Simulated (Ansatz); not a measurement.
CH₅FO₄W (`C[O][W](=[O])([OH])([OH])[F]`), relaxed with RKS PBE-D4/def2-SVP in Ansatz from a rough embedded geometry. The force threshold is 0.03 eV/Å; the program also tests the step.

The species carries charge 0 and has multiplicity 1. W takes the def2 core potential.

Start:

```xyz
12

C     1.550    0.354   -0.611
O     1.518   -0.941   -0.182
W    -0.922   -0.589    0.412
O    -1.717    1.239    0.985
O    -1.161   -0.774    2.433
O    -1.615    0.905   -1.015
F    -0.219   -2.263   -0.598
H     1.324    0.971    0.261
H     2.443    0.728   -1.119
H     0.649    0.491   -1.336
H    -0.366   -1.254    2.752
H    -1.483    1.135   -1.981
```

```
         step  energy (eV)  largest force (eV/Å)  largest move (Å)
            1  -13824.5242                 4.305             0.000
            2  -13827.5332                 3.239             0.195
            3  -13829.6378                 4.556             0.194
            4  -13831.3843                 1.473             0.199
            5  -13832.5691                 0.990             0.197
            6  -13833.4957                 0.776             0.195
            7  -13834.0986                 1.013             0.197
            8  -13834.4569                 0.715             0.194
            9  -13834.7047                 0.623             0.193
           10  -13834.8895                 1.140             0.200
           11  -13835.0058                 0.643             0.197
           13  -13835.1161                 0.582             0.090
           15  -13835.1714                 0.516             0.143
17 (rejected)  -13835.0034                 2.688             0.191
           19  -13835.2259                 0.636             0.098
           21  -13835.2383                 0.420             0.102
23 (rejected)  -13835.2473                 0.244             0.125
           25  -13835.2624                 0.133             0.100
           27  -13835.2648                 0.588             0.048
           29  -13835.2808                 0.238             0.057
           31  -13835.2867                 0.078             0.057
           33  -13835.2893                 0.107             0.043
           35  -13835.2904                 0.046             0.030
           36  -13835.2907                 0.020             0.022
```

End:

```xyz
12

C     1.762    0.932   -0.527
O     0.633    0.896    0.308
W    -0.930   -0.114    0.516
O    -1.932    0.928    1.439
O    -0.045   -1.374    1.659
O    -1.208    0.143   -1.378
F    -2.131   -1.581    0.203
H     2.302    1.889   -0.378
H     2.447    0.088   -0.294
H     1.438    0.852   -1.590
H    -0.469   -2.231    1.855
H    -1.868   -0.429   -1.812
```

It took 31 s on 4 threads of an AMD EPYC 9R45 on a shared host, with 0.24 GiB of host memory at the peak.
